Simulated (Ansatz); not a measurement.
Mulliken charges of `C[O][Al]([F])[SH]` from ωB97M-V/def2-TZVPP in Ansatz (PBE0-D4/def2-TZVP geometry).

```json
{"atom": "C1", "x (Å)": "-0.380", "y (Å)": "-1.414", "z (Å)": "0.124", "charge (e)": "-0.155"}
{"atom": "O2", "x (Å)": "0.380", "y (Å)": "-0.533", "z (Å)": "-0.648", "charge (e)": "-0.348"}
{"atom": "Al3", "x (Å)": "0.762", "y (Å)": "1.089", "z (Å)": "-0.700", "charge (e)": "0.657"}
{"atom": "F4", "x (Å)": "1.762", "y (Å)": "1.622", "z (Å)": "-1.885", "charge (e)": "-0.336"}
{"atom": "S5", "x (Å)": "0.020", "y (Å)": "2.559", "z (Å)": "0.708", "charge (e)": "-0.256"}
{"atom": "H6", "x (Å)": "-0.868", "y (Å)": "-0.918", "z (Å)": "0.973", "charge (e)": "0.085"}
{"atom": "H7", "x (Å)": "0.258", "y (Å)": "-2.209", "z (Å)": "0.519", "charge (e)": "0.117"}
{"atom": "H8", "x (Å)": "-1.159", "y (Å)": "-1.875", "z (Å)": "-0.491", "charge (e)": "0.117"}
{"atom": "H9", "x (Å)": "-0.686", "y (Å)": "1.634", "z (Å)": "1.383", "charge (e)": "0.118"}
```

By hand: the dipole of these point charges (1 e Å = 4.8032 D).

Σ q r = (-0.430, -0.443, 0.448) e Å, of length 0.763 e Å = 3.66 D.

How does the dipole of the full density compare? (An estimate is asked.)

Computed: (-0.322, -0.337, 0.335) e Å, 2.76 D; the point charges give 1.33 times that, at 0° from its direction.

Point charges leave out the atoms' own dipoles, such as those of lone pairs, and Mulliken's split depends on the basis, so the two needn't agree.
